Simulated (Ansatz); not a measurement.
FeNO₃H⁺, that is FeO3(NH) with one electron fewer. The state is a doublet with charge 1. Geometry PBE-D4/def2-SVP, that of the neutral singlet; atoms count from 1.

Cartesian coordinates in Å:
```
Fe -0.188 -0.353 0.082
O -1.061 -0.371 -1.255
O 0.373 -1.788 0.433
O -1.097 0.230 1.258
N 1.127 0.651 -0.140
H 0.846 1.631 -0.378
```

The charge 1 doublet is spin-contaminated (final ⟨S²⟩ up to 1.88, 0.75 for a pure state).

**Question.** Estimate the Mulliken populations from the PBE0/def2-TZVP orbitals of Ansatz.

**Answer.** 
```json
{"atom": "Fe1", "charge (e)": "0.92", "spin (α − β)": "-0.92", "d electrons": "6.06"}
{"atom": "O2", "charge (e)": "-0.07", "spin (α − β)": "0.81", "d electrons": "–"}
{"atom": "O3", "charge (e)": "-0.07", "spin (α − β)": "-0.83", "d electrons": "–"}
{"atom": "O4", "charge (e)": "-0.07", "spin (α − β)": "0.81", "d electrons": "–"}
{"atom": "N5", "charge (e)": "-0.03", "spin (α − β)": "1.15", "d electrons": "–"}
{"atom": "H6", "charge (e)": "0.33", "spin (α − β)": "-0.03", "d electrons": "–"}
```
Mulliken values depend strongly on the basis.

**Question.** Where does the spin sit?

**Answer.** Summed by element: Fe -0.92, O 0.79, N 1.15, H -0.03, of 1 unpaired in all. Largest on single atoms: N5 1.15, Fe1 -0.92, O3 -0.83.

**Question.** And the Mayer bond orders between heavy atoms (over 0.3)?

**Answer.** Fe1–O2 1.49 (1.60 Å); Fe1–O3 1.74 (1.58 Å); Fe1–O4 1.49 (1.60 Å); Fe1–N5 1.36 (1.67 Å).
